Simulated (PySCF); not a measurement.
Z-matrix (Å, degrees):
```
Hf
Br 1 2.4786
Br 1 2.4786 2 109.47
Br 1 2.4786 2 109.47 3 -120.00
Br 1 2.4786 2 109.47 3 120.00
```
Charge 0, multiplicity 1.

**Question.** Predict the dipole moment, charge on the central atom (Mulliken), HOMO–LUMO gap, LUMO and HOMO from TPSSh-D3(BJ)/def2-TZVP // r2SCAN-D4/def2-SVP run with PySCF 2.14.0.

**Answer.** 
```json
{
  "dipole_moment": "0.00 D",
  "charge on the central atom (Mulliken)": "1.19 e",
  "HOMO–LUMO gap": "5.44 eV",
  "LUMO": "-2.83 eV",
  "HOMO": "-8.27 eV"
}
```
